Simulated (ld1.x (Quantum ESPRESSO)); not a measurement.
## erbium: TM semilocal pseudisation with PBE, scalar-relativistic reference atom.

```
Element                 : erbium
Generator               : ld1.x (Quantum ESPRESSO) 7.5
Type                    : norm-conserving Troullier–Martins (semilocal form)
Functional              : PBE
Relativity              : scalar-relativistic
Frozen core             : [Kr]
Valence charge          : 32
Reference configuration : 4d10 4f12 5s2 5p6 5d0 6s2 6p0
Partial waves           : 5s (bound): rc 1.95 bohr; 4d (bound): rc 0.75 bohr; 4f (bound): rc 1.30 bohr; 5p (bound): rc 2.55 bohr
Local potential         : the p channel
Core correction         : Bessel-smoothed model core, default radius (core density twice the valence density)
```

Occupied shells without a wave of their own: 6s. They enter only through the test configuration that unscreens the potential, and ld1.x also counts them in the model core charge.

All-electron outer shells of the reference configuration (PBE, scalar-relativistic, ld1.x):

```tsv
shell	level (eV)	outermost node (bohr)	outermost maximum (bohr)
4s	-426.00	0.27	0.47
4p	-314.56	0.27	0.49
4d	-165.35	0.25	0.51
5s	-51.86	0.60	1.11
5p	-26.38	0.65	1.28
6s	-3.83	1.52	3.38
4f	-3.13	–	0.51
6p	-1.13	1.87	4.74
5d	-0.91	0.73	2.10
```

Calculated quality:

| Property | Result |
| --- | --- |
| Ghost test | no extra level below or beside the all-electron valence levels (s, d, f, p tested); the semilocal form is local in each channel, so this says nothing of the separable form that plane-wave codes build from it (spherical-Bessel basis up to 400 Ry, 20 bohr box) |
| Largest excitation error | -4649 meV (all-electron minus pseudo) for 4d10 4f11 5s2 5p6 5d0 6s0 6p0, out of 7 test configurations |

The potential misses its own reference levels by up to 0.7 eV. ld1.x takes every shell without a wave as core, so the model core holds the 6s electrons as well and exchange and correlation see them twice. This cancels in the reference configuration, but the file is broken for other ones, and its errors say nothing about a proper core correction.

Generation and tests took about 2.6 s on one core of a shared server CPU.
